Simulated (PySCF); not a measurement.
**NMR data sheet: C6H13NOSi**

* Formula: C6H13NOSi
* SMILES: C=C/C(C)=N\[C@@H]([SiH3])OC
* Point group of the computed structure: C1
* Degrees of unsaturation: 2
* Carbon signals: 6
* Proton signals: 7

Bonds (- single, = double, # triple, : aromatic): C1=C2, C2-C3, C3-C4, C3=N5, N5-C6, C6-Si7, C6-O8, O8-C9. C1 carries H10, H11; C2 carries H12; C4 carries H13, H14, H15; C6 carries H16; Si7 carries H17, H18, H19; C9 carries H20, H21, H22. Stereochemistry as in C=C/C(C)=N\[C@@H]([SiH3])OC. H10 is cis to C3; H11 is trans to C3.

One computed conformer, equivalent nuclei averaged, non-relativistic Hamiltonian, isolated molecule. Structure optimised with GFN2-xTB; GIAO PBE0/pcSseg-1 shieldings; PySCF 2.14.0 with density-fitted response routines.

Shifts are taken against calculated references (same method and geometry level): ¹H (σ = 31.72 ppm), ¹³C (σ = 186.93 ppm), ²⁹Si (σ = 349.16 ppm) vs TMS; ¹⁵N (σ = 267.73 ppm) against NH3; H2O for ¹⁷O (σ = 336.08 ppm).

```tsv
carbon	δC, type	δH (multiplicity)	HMBC from (2–3 bonds)	span of the C tensor (ppm)
C1	128.0, CH2	H10 5.73 (m); H11 5.84 (m)	H12	221
C2	140.5, CH	7.90 (m)	H11, H10, H13/H14/H15	222
C3	161.9, C	–	H12, H11, H10, H16, H13/H14/H15	188
C4	27.0, CH3	2.22 (s)	H12	45
C6	92.1, CH	5.56 (q)	H17/H18/H19, H20/H21/H22	54
C9	58.9, CH3	3.49 (s)	H16	92
```

Other nuclei:
```
      atoms  nucleus                        environment  δ (ppm)  σ (ppm)
H17/H18/H19       ¹H  hydrogen on a silicon bonded to C     3.88    27.84
        Si7     ²⁹Si           silicon bonded to C, 3 H    -65.6    414.8
         N5      ¹⁵N                     imine nitrogen    366.0    -98.2
         O8      ¹⁷O                       ether oxygen     61.7    274.4
```

1. Carbon types of the structure: 1 × C, 2 × CH, 1 × CH2, 2 × CH3, leaving 3 H on heteroatoms.
2. δC 161.9: C=N carbon.
3. δC 140.5: alkene CH; the olefinic region.
4. δC 128.0: terminal =CH2 carbon; as expected for a trigonal carbon in a double bond.
5. δC 92.1: sp3 CH bonded to N and O and Si; 2 electronegative neighbours deshield it.
6. δC 58.9: methyl carbon bonded to O; pulled downfield by the heteroatom.

Shifts are as computed. Against solution values, carbons near 30 ppm lie about +3 ppm off and those near 130 ppm about +5 ppm. Of 1211 compounds with measured shifts, 218 miss one by over three times the rms of a fit or turn the order of signals round; such compounds aren't used in these exercises. Experimental scales use liquid or dissolved standards, which lie at an offset from isolated NH3 (liquid NH3: subtract about 20 ppm) and H2O (liquid H2O: subtract about 36 ppm). Unscaled 15N shifts of sp2 nitrogen come out 20 to 40 ppm too high even then. Multiplicities follow the n + 1 count of equivalent neighbours, as no J values were calculated; m marks all less simple cases, F and P coupling included.
